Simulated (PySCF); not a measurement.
PySCF was given this input:
```python
from pyscf import gto, scf, mcscf, mrpt
import numpy

mol = gto.Mole()
mol.atom = '''
    Si    0.929403   -0.666585   -0.181254
    N     2.000870    0.658281   -0.512518
    B    -0.870439    0.023845    0.192878
    C    -2.088851   -0.971096    0.275106
    C    -1.138648    1.562189    0.406591
    H     1.076942   -1.486711   -1.398216
    H     1.450339   -1.546990    0.900186
    H     2.951624    0.450062   -0.771890
    H     1.996568    1.446663    0.114392
    H    -2.932885   -0.602846    0.857162
    H    -1.827996   -1.962222    0.642549
    H    -2.459973   -1.117854   -0.742018
    H    -2.186443    1.852721    0.342310
    H    -0.570318    2.186971   -0.281099
    H    -0.798404    1.838641    1.407225
'''
mol.basis = '6-31g'
mol.charge = 0
mol.spin = 0
mol.verbose = 4
mol.build()

mf = scf.RHF(mol)
mf.kernel()
mc = mcscf.CASCI(mf, 4, 2)
mc.fix_spin_(ss=0.0)
mc.kernel()
occ = numpy.linalg.eigvalsh(mc.fcisolver.make_rdm1(mc.ci, mc.ncas, mc.nelecas))[::-1]
ss = mc.fcisolver.spin_square(mc.ci, mc.ncas, mc.nelecas)[0]
print('natural occupations', occ.round(4), ' <S^2>', round(ss, 4))
e2 = mrpt.NEVPT(mc).kernel()
print('E(NEVPT2) = %.10f' % (mc.e_tot + e2))
```

Question: What does this run give for the natural occupations of the active orbitals, SCF-reference dipole moment, SCF-reference HOMO-LUMO gap, NEVPT2 correction, SCF-reference Mulliken (on the basis functions themselves) charges in atom order, total energy?

Answer: 
The natural occupations of the active orbitals comes out as 2.00, 0.00, 0.00, 0.00 and the SCF-reference dipole moment comes out as 1.34 D. The SCF-reference HOMO-LUMO gap is 12.65 eV, the NEVPT2 correction is -0.4036 Eh and the SCF-reference Mulliken (on the basis functions themselves) charges in atom order is Si1 1.00, N2 -1.14, B3 0.41, C4 -0.76, C5 -0.77, H6 -0.19, H7 -0.23, H8 0.34, H9 0.33, H10 0.16, H11 0.16, H12 0.17, H13 0.16, H14 0.18, H15 0.16. The total energy is -449.9158 Eh.
